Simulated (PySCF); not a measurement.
# Computed structure and properties of Eu(CH3)2

System: Eu(CH3)2 (singlet in the valence; each metal's 4f electrons, 7 of them, lie in its core potential, out of spins and levels); start: template (C2v). Method: PySCF 2.14.0, RKS PBE0, Eu lcecp-0-SVP with ECP53, C def2-SVP, H def2-SVP; non-relativistic Hamiltonian with scalar-relativistic core potentials where named; density fitting; no spin-orbit coupling.

Input of the relaxation:

```python
mol = gto.M(atom='''
Eu     0.00000     0.00000    -0.18111
C      2.39760    -0.00000     0.89189
H      3.14900    -0.00000     0.10229
H      2.51930     0.89000     1.50929
H      2.51930    -0.89000     1.50929
C     -2.39760     0.00000     0.89189
H     -3.14900     0.00000     0.10229
H     -2.51930    -0.89000     1.50929
H     -2.51930     0.89000     1.50929''',
    basis={'Eu': 'lcecp-0-SVP', 'C': 'def2-SVP', 'H': 'def2-SVP'},
    ecp={'Eu': 'lcecp-0-SVP'},
    charge=0, spin=0)
mf = dft.RKS(mol, xc='PBE0')
mf.grids.atom_grid = (50, 194)  # f atoms: unpruned, at least (60, 302)
mf = mf.density_fit()  # fitting sets: Eu AutoAux, C def2-universal-JKFIT, H def2-universal-JKFIT
mf.conv_tol = 1e-08; mf.max_cycle = 55
mf.kernel(dm0)  # dm0: converged density of the start geometry
# quasi-Newton relaxation in Cartesian coordinates to a largest gradient under 0.00045 Eh/bohr, steps kept in the point group
```

Run from Python with OMP_NUM_THREADS=2; the lines above give its settings. Where DIIS fails, smearing, a level shift and second-order steps follow.
It took 38 s on 2 threads of Arm Neoverse V2, with other jobs on the host, from the converged density of the start.

Course of the relaxation:

```csv
step,energy above end (eV),largest force component within the symmetry (eV/Å)
0,0.1787,1.302
1,0.0982,0.592
2,0.0598,0.171
3,0.0521,0.125
4,0.0328,0.099
5,0.0251,0.139
6,0.0175,0.178
7,0.0125,0.128
8,0.0089,0.131
9,0.0056,0.114
10,0.0030,0.095
11,0.0009,0.065
12,0.0000,0.023
13,0.0000,0.021
```

Relaxed geometry (C2v):

```xyz
9

Eu    0.0000    0.0000   -0.6413
C     2.0598    0.0000    0.8478
H     3.0522    0.0000    0.3535
H     2.0516    0.8815    1.5208
H     2.0516   -0.8815    1.5208
C    -2.0598    0.0000    0.8478
H    -3.0522    0.0000    0.3535
H    -2.0516   -0.8815    1.5208
H    -2.0516    0.8815    1.5208
```

```
     contact      Å
Eu1–C2 (CH3)  2.542
Eu1–C6 (CH3)  2.542
```

On the finer grid (75, 302):

The HOMO is not given (4f levels lie in the core) and the LUMO is not given (4f levels lie in the core). The dipole about the centre of mass is 6.18 D. The set of Mulliken populations of Eu1 outside the core potential is s 2.44, p 6.11, d 0.65, f 0.01 and the D3(BJ) dispersion energy (not in the energies) is -0.117 eV.

```tsv
atom	Mulliken (e)	Löwdin (e)	spin (e)
Eu1	0.80	0.76	0.00
C2	-0.54	-0.47	0.00
H3	0.04	0.02	0.00
H4	0.05	0.03	0.00
H5	0.05	0.03	0.00
C6	-0.54	-0.47	0.00
H7	0.04	0.02	0.00
H8	0.05	0.03	0.00
H9	0.05	0.03	0.00
```

The 4f levels lie in the core potential and are missing. Their spin isn't counted.

On the grid (50, 194), as all that follows. Harmonic modes: a minimum within the noise of the softest modes; lowest 32 cm⁻¹ (negative: unstable), highest 3078 cm⁻¹, zero-point energy 1.761 eV.

Taking off one CH3 (charge -1, singlet; the rest: singlet) in vacuum, both parts rigid, costs 8.05 eV; the small basis without counterpoise inflates it. Most of it is the attraction of opposite charges; other ways to part are cheaper, and one spin state was tried for the rest.

Rigid scan of CH3 along the line from its metal:

distance to C2 (Å), energy (eV) and a bar:
```
     2.24      0.401 ######
     2.34      0.159 ##
     2.44      0.036 #
     2.54      0.000 
     2.64      0.027 
     2.74      0.099 ##
     2.94      0.327 #####
     3.24      0.761 ############
     3.64      1.346 ####################
     4.14      1.971 ##############################
```

One start shape was tried, so this needn't be the lowest isomer.

An lcecp potential fixes the number of 4f electrons, so in runs with it no electron can move into or out of that shell.
